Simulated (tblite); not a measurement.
C₇H₁₃OP.
SMILES: `O=P12CCC(CC1)CC2`

Method: GFN2-xTB as coded in tblite; computed harmonic values from a numerical Hessian at the method's own geometry, unscaled. This tight-binding method is rough: wavenumbers can miss measured ones by several per cent, in bad cases by 10 to 20.

Harmonic wavenumbers (cm⁻¹): 122.8, 191.7, 192.7, 302.7, 303.4, 306.5, 306.8, 394.4, 442.6, 443.0, 642.1, 669.1, 750.9, 751.6, 805.7, 819.7, 825.4, 825.7, 902.5, 928.8, 929.0, 986.4, 986.7, 1077.5, 1079.2, 1093.3, 1093.8, 1156.3, 1156.8, 1190.0, 1191.8, 1191.9, 1228.9, 1251.5, 1251.7, 1293.5, 1311.6, 1312.1, 1348.8, 1348.9, 1351.2, 1443.4, 1443.6, 1448.1, 1491.4, 1491.7, 1504.7, 2920.5, 2939.9, 2943.9, 2944.5, 2962.0, 2965.9, 2966.2, 2966.8, 2968.2, 2969.6, 2983.2, 2985.3, 2985.6.

A = 2161, B = 1348, C = 1348 MHz; mass 144.070 u (most abundant isotopes); point group C3, symmetry number 3.

Problem. Zero-point energy?

Solution. Half the sum of the wavenumbers: 41542 cm⁻¹ = 118.77 kcal/mol.

Problem. Give the ideal-gas entropy at 200 K and 1 bar in the rigid-rotor, harmonic-oscillator model (classical rotation).

Solution. Translation 38.85, rotation 25.42, vibration 10.23: S = 74.5 cal/(mol K).

Problem. And Cp and H(200 K) − H(0)?

Solution. Cp = 24.62 cal/(mol K), of which vibrations give 16.67 (their classical limit is 60 R = 119.2); H(200 K) − H(0) = 2.93 kcal/mol without the zero-point energy, 1.34 from vibrations.

Problem. What must be added to the electronic energy to get the Gibbs energy at 200 K and 1 bar?

Solution. ZPE + [H(200 K) − H(0)] − T·S = 118.77 + 2.93 − 14.90 = 106.80 kcal/mol.

Problem. Blend soft modes into free rotors: weight 1/[1 + (100 cm⁻¹/ν̃)⁴] for the oscillator and the rest for a rotor with moment μB/(μ + B), μ = h/(8π²ν), B = 10⁻⁴⁴ kg m². What vibrational entropy results?

Solution. 10.29 cal/(mol K) in place of 10.23, which changes −T·S at 200 K by -0.01 kcal/mol.

Problem. Which modes carry the vibrational entropy at 200 K?

Solution. 122.8 cm⁻¹: 2.30; 191.7 cm⁻¹: 1.50; 192.7 cm⁻¹: 1.49; 302.7 cm⁻¹: 0.79; 303.4 cm⁻¹: 0.79; 306.5 cm⁻¹: 0.78 cal/(mol K); the other 54 give 2.59 together.

Hindered rotation and anharmonicity are outside this model. The structure is chiral; the term R ln 2 for an equal mix with its mirror image is left out.
